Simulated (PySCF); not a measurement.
CH4ClGa, SMILES [CH3][GaH][Cl].

Geometry optimised at B3LYP-D3(BJ)/def2-SVP.

The numbers are results of PBE/def2-TZVPD (PySCF), not measurements.

Gas-phase values at a fixed geometry.

| Item | Value |
|---|---|
| total energy | -2425.10752 hartree |
| highest occupied level | -6.87 eV |
| lowest empty level | -2.23 eV |
| orbital gap | 4.64 eV |
| dipole moment | 2.57 D |
| quadrupole, principal values (traceless, Buckingham form, about the centre of nuclear charge) | -3.30, -1.03, 4.34 D·Å |
| mean static polarisability | 60.0 bohr³ (8.90 Å³) |
| polarisability, principal values | 46.1, 61.4, 72.6 bohr³ |
